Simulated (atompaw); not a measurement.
## Plane-wave convergence, PAW (atompaw) potential for Mg

| Item | Value |
| --- | --- |
| Element | magnesium |
| Generator | atompaw 4.2.0.5 |
| Type | PAW |
| Functional | LDA (PW92) |
| Relativity | scalar-relativistic |
| Frozen core | [He] 2s2 |
| Valence charge | 8 |
| Reference configuration | 2p6 3s2 3p0 |
| Partial waves | 3s (bound): rc 2.00 bohr; 3s channel at 0.65 Ry: rc 2.00 bohr; 2p (bound): rc 0.85 bohr; 3p (bound, empty): rc 2.00 bohr; 3d channel at 0.45 Ry: rc 2.00 bohr |
| Local potential | bessel scheme, radius 1.60 bohr |
| Core correction | smooth core density matched at 1.90 bohr |
| Augmentation charge | sinc compensation charge, radius 1.85 bohr; PAW radius 2.00 bohr; waves and projectors: custom rrkj gramschmidtortho |

The pseudo-atom Hamiltonian at the reference potential is diagonalised in spherical Bessel functions j_l(qr) that vanish at 20 bohr, with q² up to the cutoff. All-electron valence levels (Ry): 3s -0.3515, 2p -3.4343, 3p -0.1010.

Q: How do the lowest levels (Ry) of each channel move with the cutoff, and are there ghosts?

A:

```csv
cutoff (Ry),s #1,s #2,p #1,p #2,d #1,d #2,f #1,f #2,Σ f·Δε (mRy)
8,-0.3509,0.0038,-0.1005,0.0463,0.0549,0.1345,0.1093,0.2320,20003.5
21,-0.3515,0.0037,-0.1010,0.0462,0.0548,0.1343,0.1093,0.2320,19999.7
45,-0.3515,0.0037,-2.8745,-0.1010,0.0548,0.1343,0.1093,0.2320,3358.7
80,-0.3515,0.0037,-3.4069,-0.1010,0.0548,0.1343,0.1093,0.2320,164.2
140,-0.3515,0.0037,-3.4333,-0.1010,0.0548,0.1343,0.1093,0.2320,5.6
260,-0.3515,0.0037,-3.4342,-0.1010,0.0548,0.1343,0.1093,0.2320,0.4
400,-0.3515,0.0037,-3.4342,-0.1010,0.0548,0.1343,0.1093,0.2320,0.0
```

Result: no extra level below or beside the all-electron valence levels (s, p, d, f tested); 10 mRy is reached at 110 Ry and 1 mRy at 200 Ry.
